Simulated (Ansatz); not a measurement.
Ideal-gas functions of `[O]=[Nb]([OH])([OH])[OH]` at 298.15 K and 1 bar, from an Ansatz frequency run at PBE0-D4/def2-TZVP.

Molar mass 159.93 g/mol, point group C3v (symmetry number 3), electronic degeneracy 1, moments of inertia 152.386, 152.398, 175.506 u Å². Harmonic wavenumbers (cm⁻¹, unscaled): 201, 201, 206, 217, 217, 327, 352, 352, 524, 524, 540, 711, 736, 736, 1038, 3929, 3929, 3935.

Use S(trans) = R[1.5 ln M + 2.5 ln T − 1.1517]; rotational temperatures θ = 24.2544 K / I; S(rot) = R[ln(√π/σ · √(T³/θAθBθC)) + 1.5]; for each mode x = 1.438777 ν̃/T, S = R[x/(eˣ − 1) − ln(1 − e⁻ˣ)] and H = RT x/(eˣ − 1); 1 cm⁻¹ = 0.0119627 kJ/mol; R = 8.31446 J/(mol·K).

Question: By hand: the entropy, in J/(mol·K).

Answer: Translation 172.1. Rotation: θ = 0.1592, 0.1592, 0.1382 K, giving 102.7. Vibration, mode by mode: 8.89, 8.89, 8.70, 8.30, 8.30, 5.33, 4.84, 4.84, 2.51, 2.51, 2.37, 1.23, 1.11, 1.11, 0.34, 0.00, 0.00, 0.00, in all 69.3. Electronic 0.0. Sum 344.1 J/(mol·K).

Question: By hand: H − E and G − E in kJ/mol, counted from the electronic energy.

Answer: Zero-point energy ½ × 18675 × 0.0119627 = 111.7; thermal vibration 12.6; translation, rotation and pV give 4 RT = 9.9. H − E = 134.2 kJ/mol, and G − E = 134.2 − 298.15 × 344.1/1000 = 31.6 kJ/mol.

Vibration gives 20 % of the entropy. The sum counts one conformer and one mirror image; others add a mixing term.
